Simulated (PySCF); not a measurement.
## Kr²⁺: excitation energy

Kr²⁺ [Ar] 3d10 4s2 4p4 (3P) → Kr²⁺ [Ar] 3d10 4s1 4p4 4d1 (high-spin determinant), as a difference of total energies. All numbers are calculated (PySCF 2.14, scalar relativity through the core potential, in aug-cc-pwCVDZ-PP with ECP10MDF). Correlated levels: valence and next inner shell: nothing frozen outside the core potential. The calculations carry no spin-orbit coupling.

| method | excitation energy (eV) |
| --- | --- |
| UHF | 30.667 |
| MP2 (valence and next inner shell) | 31.587 |
| SCS-MP2 (valence and next inner shell) | 31.435 |
| CCSD (valence and next inner shell) | 30.763 |
| CCSD(T) (valence and next inner shell) | 30.493 |

**Question.** How much does correlation contribute at CCSD(T) (valence and next inner shell)?

**Answer.** 30.493 − (30.667) = -0.174 eV, measured against UHF.

The promoted electron is Rydberg-like, and one or two diffuse shells describe it only roughly, which tends to raise the upper state.

The coupled-cluster amplitudes are large for the upper state (T1 above 0.03 or a double amplitude above 0.15), so a single reference is strained.

The determinant of the upper state mixes LS terms, which raises its energy above the lowest term, most at the Hartree-Fock and MP2 levels.
